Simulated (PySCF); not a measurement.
A structure optimised at B3LYP-D3(BJ)/def2-SVP, used in a PySCF frequency run:

```
Al
C 1 1.9507
H 2 1.1022 1 112.78
H 2 1.1039 3 107.94 1 122.71
H 2 1.1039 3 107.94 4 114.58
C 1 1.9583 2 125.44 3 0.00
H 6 1.1081 1 106.68 2 55.30
H 6 1.1081 7 103.92 1 112.52
C 6 1.5354 7 110.52 8 118.57
H 9 1.1019 6 111.62 7 -177.72
H 9 1.1019 10 106.48 6 122.04
H 9 1.1032 10 107.35 11 114.73
Cl 1 2.1283 2 117.17 3 180.00
```

Problem. Write its SMILES, formula and point group.

Solution. C[CH2][Al]([CH3])[Cl], C₃H₈AlCl, Cs

Problem. What are its rotational constants (standard atomic weights)?

Solution. 3.0154, 2.2209, 1.3100 GHz
